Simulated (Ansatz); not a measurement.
## Abstraction of H: C3H9N + Si(CH2)Cl3 → C3H8N + Si(CH3)Cl3

Species: C3H9N (ethylmethylamine) `CCNC`, singlet; Si(CH2)Cl3, doublet; C3H8N `CC[N]C`, doublet; Si(CH3)Cl3 (methyltrichlorosilane), singlet. A radical takes H: the energy is the difference in strength between the N–H bond broken and the C–H bond made.

Shapes, held fixed at every level: PBE0-D4/def2-TZVP. Flexible molecules stand in one conformer, not always the lowest. Programs: Ansatz 0.2.0. The zero-point and thermal change to 298 K, harmonic and unscaled (PBE0-D4/def2-TZVP), is -3.9 kJ/mol.

| level | kind | ΔH(298 K) (kJ/mol) |
| --- | --- | --- |
| HF/def2-SVP | Hartree–Fock | -44.2 |
| r2SCAN-D4/def2-TZVPP | meta-GGA | -45.2 |
| BHLYP-D4/def2-TZVPP | global hybrid | -44.1 |
| wB97X-V/def2-TZVPP | range-separated hybrid | -45.8 |
| MP2/def2-SVP | perturbation theory | -29.0 |
| CCSD/def2-SVP | coupled cluster or CI | -38.0 |
| MP2/def2-TZVPP | perturbation theory | -26.8 |

MP2/def2-TZVPP gives ΔH(298 K) = -26.8 kJ/mol; the levels span -45.8 to -26.8. The median of the levels is -44.1. No measured value is set beside it here. Open shells run unrestricted unless RO is named.
